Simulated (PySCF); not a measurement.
**BeH⁺, PBE0: how much the basis matters**

PySCF, UKS reference; singlet, unpaired electrons none; De to Be⁺ + H without counterpoise correction.

```csv
basis,relativity,functions,Re (Å),ωe (cm⁻¹),De (eV),μ (D)
def2-SVP,no relativity,14,1.332,2170,2.92,-2.97
def2-SVPD,no relativity,20,1.323,2205,2.95,-3.00
pcseg-2,no relativity,29,1.322,2211,2.95,-2.93
```

(1) How does each smaller set differ from the one with most functions, pcseg-2?

A positive dipole points towards H; it is taken about the centre of mass and depends on that origin. For an ion De counts to the pair picked by the measured ionisation energies or electron affinities, which need not be the lowest pair at this level.

Results:

(1) def2-SVP: +1.0 pm, -1.9 % in ωe, -0.03 eV in De; def2-SVPD: +0.1 pm, -0.3 % in ωe, +0.00 eV in De. All at PBE0; the set with most functions is neither the basis-set limit nor always the best.
